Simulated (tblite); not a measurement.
Record of a relaxation.

C5H14O2SSi.
Bonds: C1–O2, O2–C3, C3–C4, C3–C5, C3–O6, O6–Si7, Si7–S8, S8–C9. Hydrogens: H10, H11, H12 on C1; H13, H14, H15 on C4; H16, H17, H18 on C5; H19, H20 on Si7; H21, H22, H23 on C9.

Computed with GFN2-xTB (tblite), gas phase: L-BFGS steps from a force-field or distance-geometry start until the largest atomic force falls under 0.01 eV/Å. 7 of its 126 geometries are shown.

Step 0: E = -844.4239 eV, largest atomic force 1.452 eV/Å
```
atom  x, y, z in Å  |  force x, y, z in eV/Å
C1     -1.344    1.791   -0.782   -0.746   0.096  -0.066
O2     -1.632    0.405   -0.841    1.068  -0.556   0.812
C3     -1.062   -0.384    0.237   -0.848   0.306   0.218
C4     -1.720   -1.766    0.140   -0.213  -0.556  -0.099
C5     -1.438    0.200    1.618    0.221   0.532   0.236
O6      0.349   -0.466    0.201   -0.266  -0.130  -1.118
Si7     1.191   -0.940   -1.152   -0.628   0.189   0.452
S8      3.261   -1.081   -0.581   -0.249  -0.432  -0.132
C9      3.616    0.556    0.066   -0.003   1.084   0.508
H10    -1.964    2.276   -0.007    0.265  -0.072  -0.155
H11    -1.633    2.225   -1.748    0.091  -0.281   0.136
H12    -0.295    1.990   -0.605    0.287  -0.017   0.095
H13    -2.804   -1.713    0.336    0.551   0.214  -0.065
H14    -1.598   -2.211   -0.853    0.065   0.285   0.148
H15    -1.279   -2.460    0.871   -0.049   0.405  -0.235
H16    -2.515    0.394    1.705    0.333  -0.201  -0.199
H17    -0.914    1.152    1.796   -0.104  -0.320  -0.131
H18    -1.131   -0.478    2.418   -0.074   0.004  -0.292
H19     1.078    0.088   -2.204    0.049  -0.200   0.196
H20     0.735   -2.270   -1.607    0.362   0.405   0.122
H21     2.985    0.783    0.941    0.184  -0.221  -0.374
H22     3.444    1.326   -0.698    0.049  -0.300   0.149
H23     4.666    0.611    0.386   -0.345  -0.234  -0.208
```

Step 21: E = -844.6431 eV, largest atomic force 0.074 eV/Å
```
atom  x, y, z in Å  |  force x, y, z in eV/Å
C1     -1.336    1.758   -0.789   -0.018   0.004   0.011
O2     -1.606    0.371   -0.791    0.005  -0.014  -0.046
C3     -1.092   -0.379    0.278   -0.023   0.024  -0.043
C4     -1.725   -1.762    0.135   -0.004  -0.024   0.003
C5     -1.403    0.221    1.650   -0.004   0.006   0.038
O6      0.307   -0.477    0.172    0.051  -0.023  -0.003
Si7     1.140   -0.904   -1.148    0.030  -0.003  -0.005
S8      3.172   -1.097   -0.516   -0.008  -0.011  -0.002
C9      3.563    0.578    0.084   -0.007   0.023   0.008
H10    -1.948    2.274   -0.044    0.011   0.047  -0.002
H11    -1.604    2.117   -1.782    0.018  -0.038   0.014
H12    -0.278    1.962   -0.602    0.012  -0.007   0.000
H13    -2.790   -1.696    0.332    0.003  -0.018   0.005
H14    -1.572   -2.113   -0.881   -0.036   0.018  -0.008
H15    -1.259   -2.456    0.826    0.003   0.010   0.034
H16    -2.468    0.414    1.730   -0.036   0.019   0.001
H17    -0.853    1.145    1.808    0.028   0.009  -0.039
H18    -1.109   -0.484    2.421    0.028  -0.062   0.030
H19     1.053    0.119   -2.187    0.024   0.003   0.010
H20     0.848   -2.234   -1.659   -0.033   0.023  -0.002
H21     2.942    0.809    0.945    0.003   0.006  -0.045
H22     3.405    1.294   -0.717   -0.006  -0.002   0.041
H23     4.610    0.568    0.372   -0.042   0.011   0.000
```

Step 42: E = -844.6540 eV, largest atomic force 0.052 eV/Å
```
atom  x, y, z in Å  |  force x, y, z in eV/Å
C1     -1.295    1.735   -0.810    0.004   0.004   0.005
O2     -1.613    0.358   -0.786    0.017   0.008  -0.011
C3     -1.094   -0.393    0.278   -0.013   0.002   0.014
C4     -1.744   -1.771    0.153    0.004   0.020   0.007
C5     -1.363    0.213    1.659    0.002  -0.004   0.005
O6      0.304   -0.506    0.155   -0.035  -0.022   0.012
Si7     1.143   -0.891   -1.172   -0.002   0.001   0.014
S8      3.153   -1.100   -0.487    0.051   0.004  -0.006
C9      3.494    0.594    0.096   -0.014  -0.009  -0.001
H10    -1.905    2.295   -0.094    0.001   0.013   0.006
H11    -1.522    2.074   -1.819   -0.002   0.000   0.002
H12    -0.236    1.908   -0.600   -0.002  -0.008   0.000
H13    -2.797   -1.703    0.409    0.012   0.008   0.009
H14    -1.654   -2.108   -0.875    0.012  -0.008   0.022
H15    -1.246   -2.471    0.817    0.001  -0.001  -0.018
H16    -2.420    0.446    1.765    0.007  -0.011  -0.016
H17    -0.776    1.117    1.803    0.002   0.003  -0.024
H18    -1.073   -0.508    2.417   -0.008   0.001   0.012
H19     1.121    0.183   -2.160   -0.019   0.012  -0.027
H20     0.808   -2.182   -1.743    0.003  -0.016  -0.020
H21     2.832    0.826    0.923   -0.010   0.011   0.016
H22     3.352    1.295   -0.720    0.000   0.005  -0.007
H23     4.527    0.615    0.427   -0.010  -0.015   0.007
```

Step 62: E = -844.6573 eV, largest atomic force 0.045 eV/Å
```
atom  x, y, z in Å  |  force x, y, z in eV/Å
C1     -1.258    1.725   -0.808    0.005   0.000  -0.007
O2     -1.588    0.350   -0.791   -0.001   0.008   0.007
C3     -1.083   -0.405    0.278    0.017  -0.007   0.015
C4     -1.753   -1.775    0.172    0.015   0.007  -0.004
C5     -1.342    0.222    1.651    0.001  -0.008   0.004
O6      0.312   -0.550    0.148   -0.020   0.012   0.010
Si7     1.137   -0.895   -1.200   -0.012   0.008   0.012
S8      3.158   -1.074   -0.534   -0.001  -0.020  -0.027
C9      3.449    0.605    0.110    0.000  -0.004   0.002
H10    -1.865    2.290   -0.093   -0.007  -0.006  -0.005
H11    -1.480    2.067   -1.817   -0.005   0.010  -0.010
H12    -0.199    1.890   -0.597   -0.006  -0.017  -0.002
H13    -2.798   -1.703    0.458    0.010   0.018  -0.006
H14    -1.689   -2.119   -0.855   -0.001   0.005  -0.015
H15    -1.240   -2.478    0.821   -0.002  -0.001   0.013
H16    -2.397    0.463    1.750    0.001  -0.001  -0.004
H17    -0.751    1.125    1.779    0.012  -0.005  -0.007
H18    -1.060   -0.487    2.423    0.007  -0.009  -0.003
H19     1.077    0.194   -2.170   -0.001  -0.005  -0.010
H20     0.818   -2.180   -1.798   -0.001  -0.004   0.009
H21     2.745    0.811    0.908   -0.030   0.006   0.033
H22     3.342    1.327   -0.693   -0.011   0.019  -0.029
H23     4.462    0.625    0.492    0.032  -0.005   0.023
```

Step 83: E = -844.6610 eV, largest atomic force 0.046 eV/Å
```
atom  x, y, z in Å  |  force x, y, z in eV/Å
C1     -1.231    1.719   -0.821   -0.004   0.010  -0.004
O2     -1.573    0.349   -0.779   -0.012   0.001  -0.010
C3     -1.051   -0.405    0.282   -0.024   0.008  -0.013
C4     -1.737   -1.766    0.184   -0.006  -0.020  -0.002
C5     -1.290    0.224    1.657    0.001   0.011   0.002
O6      0.339   -0.554    0.127    0.008   0.020   0.005
Si7     1.116   -0.905   -1.248   -0.001  -0.013   0.003
S8      3.167   -1.004   -0.660    0.007  -0.045  -0.007
C9      3.377    0.615    0.148   -0.001   0.013   0.001
H10    -1.831    2.303   -0.116    0.001  -0.007   0.011
H11    -1.451    2.046   -1.836    0.000   0.013  -0.003
H12    -0.170    1.876   -0.614    0.008   0.002   0.003
H13    -2.783   -1.668    0.458   -0.005  -0.004   0.003
H14    -1.672   -2.117   -0.841    0.001  -0.003  -0.010
H15    -1.246   -2.475    0.842    0.014   0.004   0.013
H16    -2.339    0.486    1.759   -0.006  -0.005   0.011
H17    -0.681    1.116    1.783    0.018   0.004  -0.009
H18    -1.019   -0.492    2.428    0.007  -0.001  -0.003
H19     0.973    0.147   -2.250   -0.005  -0.010  -0.003
H20     0.810   -2.221   -1.781    0.010   0.002  -0.010
H21     2.606    0.743    0.899   -0.018   0.001   0.023
H22     3.325    1.401   -0.598   -0.005   0.018  -0.006
H23     4.356    0.610    0.614    0.013   0.002   0.005
```

Step 104: E = -844.6637 eV, largest atomic force 0.019 eV/Å
```
atom  x, y, z in Å  |  force x, y, z in eV/Å
C1     -1.228    1.733   -0.823    0.002  -0.008   0.001
O2     -1.593    0.367   -0.778    0.017  -0.002   0.007
C3     -1.043   -0.393    0.265    0.008  -0.009   0.014
C4     -1.720   -1.759    0.186   -0.008  -0.001  -0.004
C5     -1.243    0.232    1.649   -0.001   0.002   0.003
O6      0.344   -0.536    0.079   -0.009   0.009   0.008
Si7     1.110   -0.929   -1.290    0.005  -0.001   0.016
S8      3.163   -0.970   -0.705    0.009   0.000   0.002
C9      3.315    0.612    0.191    0.002  -0.012  -0.005
H10    -1.806    2.322   -0.103    0.002  -0.005  -0.005
H11    -1.459    2.070   -1.832   -0.006   0.002   0.007
H12    -0.161    1.869   -0.631   -0.008   0.006  -0.012
H13    -2.767   -1.667    0.457   -0.011   0.014   0.007
H14    -1.650   -2.128   -0.832    0.001  -0.001  -0.011
H15    -1.224   -2.450    0.860    0.007  -0.002  -0.010
H16    -2.288    0.497    1.782    0.001  -0.003   0.009
H17    -0.625    1.120    1.759   -0.002   0.007  -0.002
H18    -0.951   -0.487    2.408    0.000   0.003  -0.003
H19     0.919    0.077   -2.330    0.007   0.003  -0.013
H20     0.832   -2.273   -1.765   -0.003  -0.013  -0.013
H21     2.520    0.685    0.924   -0.004  -0.001  -0.001
H22     3.269    1.433   -0.517   -0.009   0.008   0.008
H23     4.280    0.602    0.685    0.002   0.004  -0.002
```

Step 125: E = -844.6653 eV, largest atomic force 0.009 eV/Å
```
atom  x, y, z in Å  |  force x, y, z in eV/Å
C1     -1.231    1.741   -0.829   -0.001   0.000  -0.002
O2     -1.586    0.373   -0.780   -0.004  -0.004   0.000
C3     -1.030   -0.387    0.259   -0.001  -0.002  -0.001
C4     -1.718   -1.748    0.182   -0.001  -0.002  -0.001
C5     -1.210    0.238    1.645   -0.003  -0.001   0.000
O6      0.354   -0.538    0.061    0.007  -0.002   0.005
Si7     1.119   -0.952   -1.303   -0.003   0.003  -0.005
S8      3.172   -0.959   -0.715   -0.002   0.003   0.002
C9      3.276    0.605    0.219   -0.001   0.004   0.002
H10    -1.783    2.322   -0.084    0.004   0.005   0.001
H11    -1.505    2.082   -1.826    0.000   0.001  -0.002
H12    -0.157    1.882   -0.681    0.002  -0.001  -0.002
H13    -2.759   -1.649    0.475    0.000  -0.001   0.002
H14    -1.671   -2.106   -0.842   -0.003  -0.003   0.000
H15    -1.213   -2.450    0.838    0.001   0.001  -0.002
H16    -2.257    0.484    1.803   -0.002   0.004   0.004
H17    -0.607    1.138    1.739   -0.001  -0.002  -0.001
H18    -0.888   -0.474    2.398   -0.001   0.000   0.001
H19     0.922    0.036   -2.361   -0.002   0.000  -0.005
H20     0.846   -2.304   -1.758    0.002   0.002   0.003
H21     2.480    0.634    0.955    0.005  -0.007   0.003
H22     3.197    1.443   -0.467    0.003  -0.001  -0.001
H23     4.243    0.616    0.709    0.000   0.002  -0.002
```

Question: Summarise the path.

Answer: The energy falls by 0.2414 eV from step 0 to step 125; nine tenths of that is first reached at step 19. It falls at every step. The largest force goes from 1.452 to 0.009 eV/Å. Among the bonds O2–C3 changes most, from 1.453 to 1.403 Å; the atoms move by 0.256 Å rms after alignment.

The cost below is that of the whole relaxation. The run took 1.1 s wall on one thread, Arm Neoverse V2 (aarch64), no GPU, shared host.
